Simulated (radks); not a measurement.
The numbers below are computed, except where a source is named.
Effect of the nuclear size on the germanium ion Ge+, [Ar] 3d10 4s2 4p1. Code: a radial shooting solver on a logarithmic mesh with Libxc functionals. Model: Dirac Kohn-Sham, exchange-only LDA, spin-unpolarised, spherical densities, finite nucleus; open shells are shared between the two j in proportion to 2j + 1; Fermi nuclear charge, rms radius 4.0742 fm. The rms radius is varied about that value; shifts are against it.

rms radius (fm)  total energy shift (eV)  density at nucleus (e/bohr^3)  1s1/2 shift (meV)  2s1/2 shift (meV)  3p1/2 shift (meV)  4s1/2 shift (meV)
3.6627                           -0.0648                      3.178e+04              -27.5              -2.68              0.043             -0.028
3.9316                           -0.0232                      3.163e+04              -9.86             -0.959              0.015             -0.010
4.0742                                 0                      3.156e+04              0.000              0.000              0.000              0.000
4.2535                            0.0303                      3.148e+04               12.9               1.25             -0.020              0.013
5.0846                             0.186                      3.112e+04               79.2               7.70             -0.123              0.081

Slopes of the eigenvalues against <r^2> in GHz/fm^2, as finite differences over the two radii next to the reference (eigenvalue slopes, not the field-shift constants of lines): 1s1/2 2080, 2s1/2 203, 3p1/2 -3.24.
